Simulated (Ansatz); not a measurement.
The same path of H4Sn (5 atoms, charge 0, multiplicity 1) was run twice with different band settings. Lost on the way: Sn1–H2, Sn1–H3. Made: H2–H3.

Method: RKS revPBE/def2-SVP in Ansatz 0.2.0.

Relaxed end points:

```xyz
5
Properties=species:S:1:pos:R:3
Sn 0.284 0.000 0.201
H 0.284 0.000 1.930
H 1.914 0.000 -0.375
H -0.531 1.411 -0.376
H -0.531 -1.411 -0.376
```

```xyz
5
Properties=species:S:1:pos:R:3
Sn 0.196 0.000 -0.977
H 1.013 0.000 1.322
H 1.662 0.000 0.887
H -0.726 1.289 -0.113
H -0.726 -1.289 -0.113
```

Common settings: spring 5.0 eV/Å²; optimiser quadratic models (default); start path through a guess of the saddle point; force threshold 0.03 eV/Å; iteration limit 60; end points relaxed.

| run | movable images | climbing image |
| --- | --- | --- |
| 1 | 7 | yes |
| 2 | 3 | no |

Problem. What does each run give, and how far can it be trusted?

Solution. Run 1: converged after 8 iterations, highest image 1.887 eV above the first end. A vibrational analysis at the climbing image gives one clearly imaginary mode, 1114i cm⁻¹: a first-order saddle point.
Run 2: converged after 7 iterations, highest image 1.613 eV above the first end. No image climbed, so the highest image needn't sit at the top of the path. So few images can step over the top or miss a turn of the path.
The orbitals stay closed-shell, which can raise the energy where a bond breaks towards radicals; this wasn't checked here.
